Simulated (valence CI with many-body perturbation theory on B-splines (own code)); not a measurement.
## E1 transitions of Tb XVII

Method: relativistic CI+MBPT: three valence electrons over a frozen Dirac-Fock core [Kr] 4d10, a basis of 7 s, 7 p, 7 d, 7 f, 4 g, 2 h functions for each j, with the one-electron correlation potential Σ1 (screened to all orders), the two-electron term Σ2, the three-electron term Σ3, Breit, model QED; selected single and double excitations, second order for the rest, scaled by the run's own slope (own B-spline code, finite nucleus).

No measured levels were compared; by estimate terms of the open shell hold to a few per cent of their energy, and close levels can change places.

Lines 1 to 50 of 547 in falling wavelength, among levels below 865630 cm⁻¹, chosen from the strongest by gf and those to the six lowest levels. Wavelengths and rates use the calculated energies, so an error of 2000 cm⁻¹ moves a line at 486.9 Å by 0.97 % and its rate by three times that or more. Electric multipoles are in the length gauge, E1 and E2 with the static RPA response of the core. Weak lines are less certain than strong ones. Lines between different terms over intervals too small for the method are left out, as are lines whose strength nearly cancels. Where a level lies close to another of its J and parity, the split of strength between their lines is uncertain. The highest levels of a list are the least certain.

Names give the largest LS component (configuration and term), which can be under half, so a name can repeat, a term be missing and a line seem to break the LS rules; names also repeat where a configuration has a term twice. Letters in brackets count levels of one name in rising energy.

```
λ vac (Å)               Upper              Lower   A (s⁻¹)  log gf  Branch %
    486.9       4f5p² ⁴G°_9/2  4f5s5p ²F_7/2 [c]  1.50e+09   -0.27       7.7
    482.1      4f5p² ²H°_11/2  4f5s5p ²G_9/2 [b]  1.79e+09   -0.13       9.1
    470.7   4f5p² ²F°_7/2 [c]  4f5s5p ²G_7/2 [b]  1.42e+09   -0.42       6.6
    468.4       4f5p² ²G°_9/2  4f5s5p ²G_7/2 [b]  1.88e+09   -0.21      10.8
    449.0   4f²5p ²D°_5/2 [a]       4f²5s ²P_3/2  2.86e+09   -0.29      38.6
    447.1   4f5s5p ²G_7/2 [a]      4f5s² ²F°_7/2  1.70e+09   -0.39      90.5
    446.7  4f²5p ⁴G°_11/2 [a]      4f²5s ²H_11/2  2.21e+09   -0.10      30.5
    442.8      4f²5p ⁴H°_13/2      4f²5s ²H_11/2  2.71e+09    0.05      37.0
    442.5      4f²5p ⁴I°_11/2       4f²5s ²H_9/2  1.95e+09   -0.16      27.4
    441.5   4f²5p ⁴H°_9/2 [a]       4f²5s ²H_9/2  1.84e+09   -0.27      25.8
    441.5       4f²5p ⁴I°_9/2       4f²5s ⁴H_9/2  2.24e+09   -0.18      32.8
    439.5   4f²5p ²G°_9/2 [a]       4f²5s ²G_7/2  2.12e+09   -0.21      29.3
    437.0   4f²5p ²F°_5/2 [a]       4f²5s ²D_3/2  3.67e+09   -0.20      50.2
    436.9   4f²5p ⁴G°_7/2 [a]       4f²5s ⁴F_9/2  1.71e+09   -0.41      24.3
    436.8   4f²5p ⁴G°_5/2 [a]       4f²5s ⁴F_5/2  2.32e+09   -0.40      32.8
    436.4  4f²5p ²I°_11/2 [a]      4f²5s ²I_11/2  3.55e+09    0.09      49.1
    436.4   4f²5p ²H°_9/2 [a]       4f²5s ²F_7/2  3.24e+09   -0.03      44.0
    436.2   4f²5p ²P°_3/2 [a]       4f²5s ²D_5/2  5.62e+09   -0.19      79.4
    436.1  4f²5p ²I°_11/2 [a]      4f²5s ²I_13/2  3.52e+09    0.08      48.6
    435.4      4f²5p ²K°_13/2      4f²5s ²I_11/2  3.06e+09    0.09      42.7
    435.3   4f²5p ²F°_5/2 [a]       4f²5s ²D_5/2  2.72e+09   -0.33      37.2
    435.2       4f²5p ⁴I°_9/2       4f²5s ⁴H_7/2  3.83e+09    0.04      56.0
    435.2      4f²5p ²K°_13/2      4f²5s ²I_13/2  4.01e+09    0.20      55.9
    433.1   4f²5p ⁴G°_7/2 [a]       4f²5s ⁴F_7/2  2.42e+09   -0.26      34.2
    432.5   4f²5p ⁴G°_5/2 [a]       4f²5s ⁴F_3/2  4.10e+09   -0.16      57.9
    432.2   4f²5p ²F°_7/2 [b]       4f²5s ²G_9/2  5.14e+09    0.06      71.0
    431.5   4f²5p ²D°_5/2 [a]       4f²5s ⁴P_5/2  2.76e+09   -0.33      37.3
    431.2   4f²5p ²D°_3/2 [a]       4f²5s ⁴F_5/2  4.04e+09   -0.35      57.5
    431.0   4f²5p ⁴D°_3/2 [a]       4f²5s ⁴P_3/2  3.72e+09   -0.38      49.1
    430.9      4f²5p ⁴I°_11/2      4f²5s ⁴H_11/2  3.23e+09    0.03      45.4
    430.9       4f²5p ⁴S°_3/2       4f²5s ⁴P_5/2  6.18e+09   -0.16      83.9
    430.7   4f²5p ²G°_9/2 [a]       4f²5s ⁴F_9/2  2.76e+09   -0.11      38.2
    430.0   4f²5p ⁴H°_9/2 [a]      4f²5s ⁴H_11/2  3.81e+09    0.02      53.3
    429.3   4f²5p ⁴H°_7/2 [a]       4f²5s ⁴H_9/2  3.63e+09   -0.10      49.5
    429.1   4f²5p ⁴F°_5/2 [a]       4f²5s ⁴F_7/2  4.08e+09   -0.17      57.9
    427.2  4f²5p ⁴G°_11/2 [a]      4f²5s ⁴H_13/2  4.66e+09    0.18      64.3
    426.2   4f²5p ²H°_9/2 [a]       4f²5s ²G_9/2  2.83e+09   -0.11      38.5
    424.7   4f²5p ²F°_7/2 [a]       4f²5s ⁴F_9/2  2.91e+09   -0.20      39.0
    423.6      4f²5p ⁴H°_13/2      4f²5s ⁴H_13/2  3.92e+09    0.17      53.6
    423.4   4f²5p ⁴H°_7/2 [a]       4f²5s ⁴H_7/2  2.84e+09   -0.21      38.7
    420.1      4f²5p ⁴I°_11/2       4f²5s ⁴H_9/2  1.36e+09   -0.36      19.1
    408.3   4f5p² ⁴G°_5/2 [b]  4f5s5p ⁴F_5/2 [b]  2.72e+09   -0.39       9.5
    406.5   4f5p² ²F°_7/2 [a]  4f5s5p ²G_7/2 [a]  6.31e+09    0.10      35.2
    403.6   4f5p² ⁴G°_5/2 [b]      4f5s5p ⁴F_7/2  3.66e+09   -0.27      12.8
    403.6       4f5p² ²G°_7/2      4f5s5p ⁴F_7/2  3.78e+09   -0.13      17.9
    402.4   4f5p² ⁴G°_5/2 [a]  4f5s5p ⁴F_5/2 [a]  4.98e+09   -0.14      28.3
    401.3       4f5p² ⁴D°_5/2  4f5s5p ²F_7/2 [b]  4.01e+09   -0.24      16.1
    401.0   4f5p² ²F°_7/2 [c]  4f5s5p ²G_9/2 [a]  4.02e+09   -0.11      18.6
    399.8   4f5p² ²F°_5/2 [b]  4f5s5p ²D_3/2 [a]  3.94e+09   -0.25      16.7
    399.4   4f5p² ⁴G°_5/2 [a]  4f5s5p ²F_7/2 [a]  3.86e+09   -0.26      21.9
```
